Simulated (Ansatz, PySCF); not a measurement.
Potential energy curve for BeH (cation, charge +1), singlet.

- UHF/cc-pVDZ (Ansatz, a quantum-chemistry and plane-wave program)
- RHF/cc-pVDZ (Ansatz)
- UKS-PBE = unrestricted PBE/cc-pVDZ run with Ansatz
- RKS-PBE = restricted PBE/cc-pVDZ (Ansatz)
- UKS-BLYP = unrestricted BLYP/cc-pVDZ (Ansatz)
- RKS-BLYP = restricted BLYP/cc-pVDZ in Ansatz
- UKS-B3LYP/6-31G* = unrestricted B3LYP/6-31G*, spherical d (PySCF)
- RKS-B3LYP/6-31G* = restricted B3LYP/6-31G*, spherical d run with PySCF 2.14.0
- UKS-BP86/6-31G* = PySCF 2.14.0 with unrestricted BP86/6-31G*, spherical d
- RKS-BP86/6-31G* = restricted BP86/6-31G*, spherical d (PySCF)
- UKS-LDA (SVWN5)/6-31G* = PySCF 2.14.0 with unrestricted LDA (SVWN5)/6-31G*, spherical d
- RKS-LDA (SVWN5)/6-31G* = restricted LDA (SVWN5)/6-31G*, spherical d run with PySCF 2.14.0

Scanned distances (Å): 1.08, 1.13, 1.22, 1.24, 1.29, 1.33, 1.38, 1.41, 1.43, 1.52, 1.64, 1.76, 1.99, 2.19, 2.38, 2.65, 2.90, 3.23, 3.59, 4.03, 4.67, 5.20.

Where does the unrestricted solution first break spin symmetry (<S²> of 0.01 or more)?

UHF: between 1.64 and 1.76 Å; UKS-PBE: between 1.99 and 2.19 Å; UKS-BLYP: between 1.99 and 2.19 Å; UKS-B3LYP/6-31G*: between 1.76 and 1.99 Å; UKS-BP86/6-31G*: between 1.99 and 2.19 Å; UKS-LDA (SVWN5)/6-31G*: between 1.99 and 2.19 Å.

```csv
R / Å,<S²> UHF,E(RHF) − E(UHF) / kcal/mol,<S²> UKS-PBE,E(RKS-PBE) − E(UKS-PBE) / kcal/mol,<S²> UKS-BLYP,E(RKS-BLYP) − E(UKS-BLYP) / kcal/mol,<S²> UKS-B3LYP/6-31G*,E(RKS-B3LYP/6-31G*) − E(UKS-B3LYP/6-31G*) / kcal/mol,<S²> UKS-BP86/6-31G*,E(RKS-BP86/6-31G*) − E(UKS-BP86/6-31G*) / kcal/mol,<S²> UKS-LDA (SVWN5)/6-31G*,E(RKS-LDA (SVWN5)/6-31G*) − E(UKS-LDA (SVWN5)/6-31G*) / kcal/mol
1.08,0.00,0.0,0.00,0.0,0.00,0.0,0.00,0.0,0.00,0.0,0.00,0.0
1.13,0.00,0.0,0.00,0.0,0.00,0.0,0.00,0.0,0.00,0.0,0.00,0.0
1.22,0.00,0.0,0.00,0.0,0.00,0.0,0.00,0.0,0.00,0.0,0.00,0.0
1.24,0.00,0.0,0.00,0.0,0.00,0.0,0.00,0.0,0.00,0.0,0.00,0.0
1.29,0.00,0.0,0.00,0.0,0.00,0.0,0.00,0.0,0.00,0.0,0.00,0.0
1.33,0.00,0.0,0.00,0.0,0.00,0.0,0.00,0.0,0.00,0.0,0.00,0.0
1.38,0.00,0.0,0.00,0.0,0.00,0.0,0.00,0.0,0.00,0.0,0.00,0.0
1.41,0.00,0.0,0.00,0.0,0.00,0.0,0.00,0.0,0.00,0.0,0.00,0.0
1.43,0.00,0.0,0.00,0.0,0.00,0.0,0.00,0.0,0.00,0.0,0.00,0.0
1.52,0.00,0.0,0.00,0.0,0.00,0.0,0.00,0.0,0.00,0.0,0.00,0.0
1.64,0.00,0.0,0.00,0.0,0.00,0.0,0.00,0.0,0.00,0.0,0.00,0.0
1.76,0.31,1.5,0.00,0.0,0.00,0.0,0.00,0.0,0.00,0.0,0.00,0.0
1.99,0.64,10.1,0.00,0.0,0.00,0.0,0.07,0.1,0.00,0.0,0.00,0.0
2.19,0.78,20.0,0.31,1.0,0.25,0.9,0.35,1.9,0.21,0.5,0.04,0.0
2.38,0.86,29.7,0.55,3.8,0.45,3.0,0.56,5.3,0.45,2.5,0.32,1.1
2.65,0.92,42.7,0.73,9.0,0.66,7.2,0.74,11.2,0.68,6.9,0.57,4.5
2.90,0.96,53.4,0.80,13.6,0.76,11.1,0.82,16.3,0.77,11.0,0.69,8.1
3.23,0.98,64.9,0.85,18.2,0.81,15.2,0.88,21.8,0.83,15.2,0.78,12.3
3.59,0.99,74.5,0.86,21.4,0.83,18.2,0.90,26.0,0.85,18.4,0.81,15.6
4.03,1.00,82.7,0.86,23.7,0.84,20.3,0.91,29.0,0.85,20.5,0.82,18.0
4.67,1.00,89.9,0.85,25.0,0.83,21.6,0.91,30.9,0.84,21.7,0.81,19.4
5.20,1.00,93.2,0.84,25.2,0.82,21.9,0.90,31.4,0.83,21.9,0.82,19.0
```
